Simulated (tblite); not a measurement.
Species: C₃H₆ClO₂Si (doublet state).
Numbering: `[Cl:1][C:2]1[CH2:3][O:4][SiH2:5][O:6][CH2:7]1` (hydrogens: H8, H9 on C3; H10, H11 on Si5; H12, H13 on C7)

Computed geometry: GFN2-xTB, gas phase. This method treats the open shell by occupation alone, without spin polarisation.

Q: Give the optimised bond lengths and angles.

A: 
```json
{"bond": "Cl1–C2", "length (Å)": "1.701", "order": "single"}
{"bond": "C2–C3, C2–C7", "length (Å)": "1.486", "order": "single"}
{"bond": "C3–O4, O6–C7", "length (Å)": "1.397", "order": "single"}
{"bond": "O4–Si5, Si5–O6", "length (Å)": "1.633", "order": "single"}
{"bond": "C3–H8 and 3 like bonds", "length (Å)": "1.103", "order": "single"}
{"bond": "Si5–H10, Si5–H11", "length (Å)": "1.454", "order": "single"}
```

Bonds in one row agree within 0.01 Å and their mean is given. Orders are formal, as drawn. A selection of angles:
```json
{"angle": "Cl1–C2–C3", "degrees": "117.7"}
{"angle": "C3–C2–C7", "degrees": "124.0"}
{"angle": "C2–C3–O4", "degrees": "112.7"}
{"angle": "C2–C3–H8", "degrees": "109.8"}
{"angle": "C2–C3–H9", "degrees": "111.0"}
{"angle": "O4–C3–H8", "degrees": "107.5"}
{"angle": "O4–C3–H9", "degrees": "108.7"}
{"angle": "H8–C3–H9", "degrees": "107.0"}
{"angle": "C3–O4–Si5", "degrees": "121.0"}
{"angle": "O4–Si5–O6", "degrees": "106.8"}
{"angle": "O4–Si5–H10", "degrees": "102.7"}
{"angle": "O4–Si5–H11", "degrees": "114.0"}
{"angle": "O6–Si5–H11", "degrees": "101.4"}
{"angle": "H10–Si5–H11", "degrees": "117.7"}
{"angle": "Si5–O6–C7", "degrees": "122.8"}
{"angle": "H12–C7–H13", "degrees": "106.5"}
```

Dihedral angles: Cl1–C2–C3–O4 159° (antiperiplanar); C2–C3–O4–Si5 43° (synclinal); C3–O4–Si5–O6 -17° (synperiplanar); O4–Si5–O6–C7 -25° (synperiplanar); Si5–O6–C7–C2 35° (synclinal); Cl1–C2–C7–O6 162° (antiperiplanar). The mirror-image conformer, all signs reversed, is as good.

O4 (oxygen bonded to C and Si) is bent (angle 121.0°). Si5 (silicon bonded to 2 O and 2 H) is distorted tetrahedral (angles from 101.4° to 117.7°). The 6-membered ring C2–C3–O4–Si5–O6–C7 has internal angles of 106.8° to 124.0° (sum 701°, against 720° for a flat polygon); it is puckered, 0.18 Å rms from its mean plane, widest ring torsion 43°. C2 (carbon bonded to 2 C and Cl) is almost planar (angles 124.0°, 117.7° and 117.3°, sum 359.0°, 0.09 Å off the plane of its three neighbours).

Point group: near C2, missed by 0.34 Å at most; the miss may be what the optimiser left on a soft mode. Its GFN2-xTB frequencies are all real (lowest 20 cm⁻¹). 2 starts were optimised and ended at 0.00 and 0.02 kcal/mol (GFN2-xTB); the lowest of these is shown.
